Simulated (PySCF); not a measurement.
## Cost against result

Saddle point of BH₃ClO₂F, closed shell (BH₂O₂F ([OH][B]([OH])[F]) + HCl → BH₂ClO₂ ([OH][B]([OH])[Cl]) + HF; bonds formed: B1–Cl6, F2–H5; bonds broken: B1–F2, H5–Cl6), PBE0-D4/def2-TZVP structure:

```
8
angstrom
B -0.1652 -0.2258 -0.2901
F 1.3692 0.1845 0.1136
O -0.5522 0.3613 -1.4369
O -0.4150 -1.5251 -0.0470
H 0.8818 0.7417 0.9190
Cl -0.6179 1.0099 1.4334
H -0.3618 1.2977 -1.5052
H -0.1391 -1.8442 0.8131
```

Barriers are electronic and count from the start structure reached by relaxing down the imaginary mode.

Computed with PySCF 2.14 with density fitting (its default auxiliary sets; JK sets also for MP2 and CCSD(T)) (basis: as named in each row); correlated methods freeze the cores. B3LYP uses VWN-RPA correlation. Extrapolation: Hartree–Fock as exp(−7.88 √X), correlation as X^−2.97.

Times are rough, for one single point on 4 threads of a shared host (Intel Xeon).

The estimate by CCSD(T) at an estimated basis limit (MP2 extrapolated from triple and quadruple zeta, plus CCSD(T) − MP2 in triple zeta) is 38.65 kcal/mol.

| method | basis | time (s) | barrier (kcal/mol) | method less estimate |
| --- | --- | --- | --- | --- |
| HF | STO-3G | 2 | 26.01 | -12.64 |
| B3LYP-D4 | 6-31G | 8 | 34.60 | -4.05 |
| PBE0-D4 | def2-SVP | 10 | 32.51 | -6.14 |
| MP2 | def2-QZVPP | 11 | 36.71 | -1.95 |
| PBE-D4 | def2-SVP | 12 | 28.43 | -10.23 |
| SPW92 | def2-TZVPP | 14 | 24.44 | -14.21 |
| BHLYP-D4 | def2-TZVPP | 20 | 42.45 | 3.80 |
| PBE0-D4 | def2-TZVPP | 21 | 34.44 | -4.22 |
| B3LYP-D4 | def2-TZVPP | 21 | 38.04 | -0.61 |
| PBE-D4 | def2-TZVPP | 22 | 30.80 | -7.86 |
| r2SCAN-D4 | def2-TZVPP | 40 | 33.04 | -5.61 |
| CCSD(T) | def2-SVP | 100 | 41.93 | 3.28 |
| wB97M-V | def2-TZVPP | 370 | 36.06 | -2.60 |
| CCSD(T) | def2-TZVPP | 970 | 39.46 | 0.80 |

All methods are single points on the PBE0-D4 structures.

T1 diagnostic: at most 0.012.

Labels in which every atom is bracketed show which atoms are joined, not bond orders.
